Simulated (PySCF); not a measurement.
## Electronic structure of Cu⁺ (copper, charge +1) at the revPBE level

Configuration: [Ar] 3d9 4s1, high-spin 3D determinant (an excited configuration). Computed with PySCF 2.14 in x2c-TZVPPall with one added diffuse shell each of s, p, d, f type (7s6p5d3f1g, 80 functions), with the spin-free X2C one-electron Hamiltonian (Gaussian nucleus).

- Total energy: -1654.276 hartree
- One-electron energy: -2289.643 hartree
- Hartree (Coulomb) energy: 702.892 hartree
- Exchange-correlation energy: -67.524 hartree
- ⟨S²⟩: 2.0003
- ⟨L²⟩: 6.009
- Sum of ⟨r⟩: 18.70 bohr
- Sum of ⟨r²⟩: 23.48 bohr²
- Traceless quadrupole moment −½Σ⟨3z² − r²⟩ along its main axis: -0.284 e·bohr²
- Langevin diamagnetic susceptibility: -18.6 ×10⁻⁶ cm³/mol

```json
{"shell": "1s α", "electrons": "1", "mean orbital energy (eV)": "-8859.5", "spread (eV)": "0", "rms radius, mean of both spins (bohr)": "0.0601"}
{"shell": "1s β", "electrons": "1", "mean orbital energy (eV)": "-8859.5", "spread (eV)": "0", "rms radius, mean of both spins (bohr)": "0.0601"}
{"shell": "2s α", "electrons": "1", "mean orbital energy (eV)": "-1078.0", "spread (eV)": "0", "rms radius, mean of both spins (bohr)": "0.255"}
{"shell": "2s β", "electrons": "1", "mean orbital energy (eV)": "-1077.4", "spread (eV)": "0", "rms radius, mean of both spins (bohr)": "0.255"}
{"shell": "2p α", "electrons": "3", "mean orbital energy (eV)": "-932.37", "spread (eV)": "1.114", "rms radius, mean of both spins (bohr)": "0.228"}
{"shell": "2p β", "electrons": "3", "mean orbital energy (eV)": "-931.91", "spread (eV)": "0.647", "rms radius, mean of both spins (bohr)": "0.228"}
{"shell": "3s α", "electrons": "1", "mean orbital energy (eV)": "-130.19", "spread (eV)": "0", "rms radius, mean of both spins (bohr)": "0.762"}
{"shell": "3s β", "electrons": "1", "mean orbital energy (eV)": "-128.91", "spread (eV)": "0", "rms radius, mean of both spins (bohr)": "0.762"}
{"shell": "3p α", "electrons": "3", "mean orbital energy (eV)": "-87.481", "spread (eV)": "2.131", "rms radius, mean of both spins (bohr)": "0.809"}
{"shell": "3p β", "electrons": "3", "mean orbital energy (eV)": "-86.209", "spread (eV)": "0.849", "rms radius, mean of both spins (bohr)": "0.809"}
{"shell": "3d α", "electrons": "5", "mean orbital energy (eV)": "-19.595", "spread (eV)": "2.393", "rms radius, mean of both spins (bohr)": "1.09"}
{"shell": "3d β", "electrons": "4", "mean orbital energy (eV)": "-18.351", "spread (eV)": "1.449", "rms radius, mean of both spins (bohr)": "1.09"}
{"shell": "4s α", "electrons": "1", "mean orbital energy (eV)": "-14.125", "spread (eV)": "0", "rms radius, mean of both spins (bohr)": "2.70"}
```

Densities and radii are taken from the X2C orbitals without a picture-change correction, which distorts them close to the nucleus.
